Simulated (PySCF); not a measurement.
C$_{4}$H$_{10}$Be, charge -1, doublet, geometry from GFN2-xTB (such geometries of metal compounds can be far from the true shape) (a state made from the parent by changing its charge; the spin is typed, not shown lowest) (in this run its highest filled SCF level lies above zero, so its values depend strongly on the basis, on diffuse functions most of all). Base run: B3LYP/6-31G (PySCF).

The PySCF input:
```python
from pyscf import gto, scf, dft

mol = gto.M(
    atom='''
Be    0.884952    0.428305   -0.380155
C     1.396622   -0.607685    1.052057
C     0.951478   -1.935142    0.465543
H     0.828454   -0.443111    1.983292
H     2.448419   -0.719556    1.380320
H     1.513029   -2.151053   -0.450025
H    -0.100181   -1.884385    0.189914
H     1.073238   -2.810305    1.134468
C    -0.984155    0.556701   -0.462770
C    -1.581677    1.890749   -0.900503
H    -1.399396    0.331771    0.533837
H    -1.416193   -0.221574   -1.121404
H    -1.258363    2.140552   -1.915693
H    -1.234947    2.695691   -0.246471
H    -2.687477    1.921014   -0.893575
''',
    basis='6-31g',
    charge=-1,
    spin=1,
    verbose=3,
)

mf = dft.UKS(mol)
mf.xc = 'b3lyp'
mf.kernel()
mo_i, mo_e, stable_i, stable_e = mf.stability(internal=True, external=False, return_status=True, nroots=6, tol=1e-6)
print('internally stable:', stable_i, ' externally stable:', stable_e)
if not stable_i:
    umf = mf.copy()
    umf.scf_summary = {}
    umf.kernel(umf.make_rdm1(mo_i, mf.mo_occ))
mf.analyze()
```

The bond that is stretched is that between atoms 5 and 2. A test that says stable can miss a lower solution.

Each row names what was changed in the base input (with any setting that the change needs).

| change | ΔE vs base (mEh) | <S^2> | stability test says |
|---|---|---|---|
| base | 0.000 | 0.751 | internally stable (external not tested) |
| bond × 1.25 | 25.460 | 0.751 | internally stable (external not tested) |
| bond × 1.5 | 65.278 | 0.751 | internally stable (external not tested) |
| bond × 1.8 | 105.9 | 0.753 | internally stable (external not tested) |
| bond × 2.2 | 137.7 | 0.976 | internally stable (external not tested) |
| bond × 3.0 | 152.8 | 1.247 | internally stable (external not tested) |

On stretching, the SCF can end on different states; <S^2> shows the spin contamination of each.
